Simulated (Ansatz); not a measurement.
System: C2H2Br2, charge 0, singlet. C2H2Br2 (1,1-dibromoethene, SMILES C=C(Br)Br).
B3LYP-D3(BJ)/def2-TZVP minimum from Ansatz (an electronic-structure program):
```xyz
6

C     -2.0165    -0.2430     0.0022
C     -0.7047    -0.0849     0.0008
Br     0.4975    -1.5473     0.1308
Br     0.1155     1.6212    -0.1314
H     -2.6746     0.6110    -0.0733
H     -2.4527    -1.2288     0.0789
```

Hartree-Fock and CCSD(T) correlation energies in hartree (Ansatz). UHF or UKS for unpaired electrons; spin-orbit terms are left out. Cores are frozen in correlated methods (noble-gas shells, and filled d and f shells in the p block). No relativity. Spin-orbit terms, left out, reach several kcal/mol for Br and I, and more for heavier atoms. The restricted determinant of C2H2Br2 (C=C(Br)Br, singlet) is unstable towards broken spin symmetry in at least one set run.

| basis | X | E(HF) | E(corr, CCSD(T)) |
|---|---|---|---|
| cc-pVTZ | 3 | -5221.81360 | -0.71391 |
| cc-pVQZ | 4 | -5221.82449 | -0.76861 |
| cc-pV5Z | 5 | -5221.82622 | withheld |

Q: Fit E(corr) = E∞ + A/X³ to X = 3 and 4, predict X = 5, and compare with the run.

A: A = (-0.71391 - (-0.76861))/(1/27 - 1/64) = 2.5546; E∞ = -0.76861 - A/64 = -0.80853; at X = 5, E∞ + A/125 = -0.78809. The run gave -0.78722, 0.87 mEh above the prediction. The same form on X = 4 and 5 gives E∞ = -0.80675, 1.78 mEh above the first estimate.
